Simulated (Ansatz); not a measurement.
`C[SiH](F)[GeH3]` + CH₃OH → `CO[SiH](C)[GeH3]` + H–F at 600 K and 1 bar (ligand exchange at the Si–F bond).

Program: Ansatz. Geometries: PBE0-D4/def2-TZVP. ΔE: electronic, gas phase. CCSD(T)/CBS adds triple-zeta CCSD(T) − MP2 to the extrapolated MP2 energy (def2 sets, frozen cores). This one scheme is used for every species. For Ge outer-core shells are correlated without core-valence functions, which leaves a few kJ/mol of doubt a bond. Scalar relativity is left out up to krypton. Each species was taken in one conformer, which may not be the lowest.

```csv
species,CCSD(T)/CBS energy (Eh),H − E (kJ/mol),S (J/(mol·K))
`C[SiH](F)[GeH3]`,-2507.31933,254.7,462.4
CH₃OH,-115.61712,163.6,277.3
`CO[SiH](C)[GeH3]`,-2522.52701,376.4,539.3
H–F,-100.39570,42.3,194.0
```

H − E and S are ideal-gas, rigid-rotor, harmonic terms from PBE0-D4/def2-TZVP, for one conformer and one mirror image of each species. 1 Eh = 2625.50 kJ/mol, R = 8.31446 J/(mol·K).

Q: By hand: ΔE, ΔH, ΔS and ΔG.

A: ΔE = (-2522.52701) + (-100.39570) − (-2507.31933) − (-115.61712) = 0.01374 Eh = 36.1 kJ/mol. Δ(H − E) = 376.4 + 42.3 − 254.7 − 163.6 = 0.4, so ΔH = 36.5 kJ/mol. ΔS = 539.3 + 194.0 − 462.4 − 277.3 = -6.4 J/(mol·K). ΔG = 36.5 − 600 × (-6.4)/1000 = 40.3 kJ/mol.

Q: By hand: the equilibrium constant, and the temperature at which ΔG would vanish if ΔH and ΔS stayed fixed.

A: log₁₀ K = −ΔG/(RT ln 10) = -3.5. ΔH and −TΔS have one sign here, so there is no such temperature.

The number of gas molecules stays the same, so ΔS is small and ΔH decides. A doubt of 5 kJ/mol in ΔE shifts log₁₀ K by 0.4 here. Other conformers and mirror images would add mixing entropy, several J/(mol·K) or more a flexible species. Modes under 60 cm⁻¹, often nearly free rotors, make the harmonic entropy too high. These are equilibria of isolated gas molecules and say nothing of rates. Largest T1 diagnostic: 0.012 (customary marks: 0.02 for closed shells, 0.045 for open ones).

ΔS is within the doubt of such terms, so its sign, and with it that verdict, could turn.
